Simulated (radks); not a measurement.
Removal energies from the vanadium ion V5+, [Ar], by Delta-SCF beside the eigenvalue of the level emptied. Calculated with a radial shooting solver on a logarithmic mesh with Libxc functionals: Dirac Kohn-Sham, relativistic LDA (MacDonald-Vosko exchange, VWN5 correlation), spin-unpolarised, spherical densities, finite nucleus; Fermi nuclear charge, rms radius of each element as measured or else 0.836 A^(1/3) + 0.57 fm. Sub-shells are occupied by j as written (lower j first in brackets).

removed from                  final configuration  Delta-SCF (eV)  -eigenvalue (eV)
3p3/2                 [Ne] 3s2 3p(1/2: 2, 3/2: 3)          128.42            117.05
3p1/2                 [Ne] 3s2 3p(1/2: 1, 3/2: 4)          129.46            118.03
3s1/2                                [Ne] 3s1 3p6          155.90            144.18
2p3/2         [He] 2s2 2p(1/2: 2, 3/2: 3) 3s2 3p6          615.46            582.13
